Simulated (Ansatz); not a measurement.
Reaction (cleavage of the P–B bond): `PB1C[SiH2]1` + `C[SiH2]O` → `C[SiH2]OP` + `B1C[SiH2]1`

Computed with Ansatz on PBE0-D4/def2-TZVP structures; ΔE is electronic, products minus reactants. CBS: MP2 limit from def2 TZ/QZ plus the TZ coupled-cluster correction, frozen cores. This one scheme is used for every species. Functionals use def2-TZVPP. B3LYP here is the variant with VWN-RPA as its local correlation; programs differ in this. One conformer a species, not always the lowest.

```csv
level,ΔE (kJ/mol),difference from CCSD(T)/CBS
PBE-D4,55.3,13.4
r2SCAN-D4,52.3,10.4
PBE0-D4,54.0,12.1
B3LYP-D4,38.4,-3.5
ωB97X-V,41.2,-0.7
ωB97M-V,36.1,-5.8
B2PLYP,39.8,-2.1
PBE,55.6,13.7
r2SCAN,52.4,10.5
PBE0,54.2,12.3
B3LYP,38.8,-3.1
HF/def2-TZVPP,27.6,-14.3
MP2/def2-TZVPP,44.9,3.0
SCS-MP2/def2-TZVPP,35.9,-6.0
CCSD/def2-TZVPP,40.8,-1.1
CCSD(T)/def2-TZVPP,42.5,0.6
HF/def2-QZVPP,25.0,-16.9
MP2/def2-QZVPP,43.6,1.7
SCS-MP2/def2-QZVPP,35.3,-6.6
HF/CBS(def2),24.6,-17.3
MP2/CBS(def2),44.3,2.4
CCSD/CBS(def2),40.3,-1.6
CCSD(T)/CBS,41.9,0
```

Largest T1 diagnostic among the species: 0.017.

In def2-TZVPP, CCSD(T) changes the Hartree–Fock value by +14.9 kJ/mol (the triples alone add +1.7 kJ/mol) and MP2 by +17.3 kJ/mol.
